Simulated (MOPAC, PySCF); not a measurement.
H5AlS2Si, SMILES `[SiH3][Al]([SH])[SH]` (S–Al–S–H torsion 0°, S–Al–S–H torsion 180°), neutral singlet in the gas phase. 

Cartesian coordinates (Å):
```xyz
9

Si    -1.6267    -0.4973     0.1656
Al     0.7533     0.0060    -0.0505
S      2.2414    -1.5891     0.0904
S      1.5132     2.0339    -0.3783
H     -2.3938     0.0965    -0.9649
H     -1.8876    -1.9615     0.1870
H     -2.1689     0.0877     1.4238
H      3.2852    -0.7560    -0.0771
H      0.2840     2.5798    -0.3961
```
Charge 0, spin multiplicity 1.

All levels are single points at this geometry (r2SCAN-D4/def2-TZVP); Pople sets use spherical d functions. Orbital energies aren't observables, and empty levels follow the basis.

```tsv
level	HOMO (eV)	LUMO (eV)	gap (eV)	dipole (D)	vertical IE, Delta-SCF (eV)
PBE-D3(BJ)/def2-TZVP in PySCF	-6.45	-2.23	4.22	0.84	–
r2SCAN-D4/def2-TZVP in PySCF	-6.75	-2.06	4.69	0.90	–
B3LYP/6-311+G** in PySCF	-7.41	-1.73	5.69	1.16	–
B3LYP/LANL2DZ in PySCF	-7.48	-1.75	5.73	1.71	–
BP86/6-31G* in PySCF	-6.49	-2.21	4.28	1.18	–
M06-2X/6-31G* in PySCF	-8.70	-0.77	7.93	1.32	–
PBE/6-31G* in PySCF	-6.39	-2.14	4.25	1.19	9.12
HF/3-21G in PySCF	-10.59	0.98	11.56	2.03	–
HF/6-31G* in PySCF	-10.34	1.29	11.63	1.41	9.49
HF/STO-3G in PySCF	-6.71	7.96	14.66	0.93	–
AM1 in MOPAC	-9.58	-1.73	7.85	1.27	–
PM3 in MOPAC	-9.70	-3.21	6.49	2.11	–
PM7 in MOPAC	-8.74	-3.27	5.47	1.69	–
```
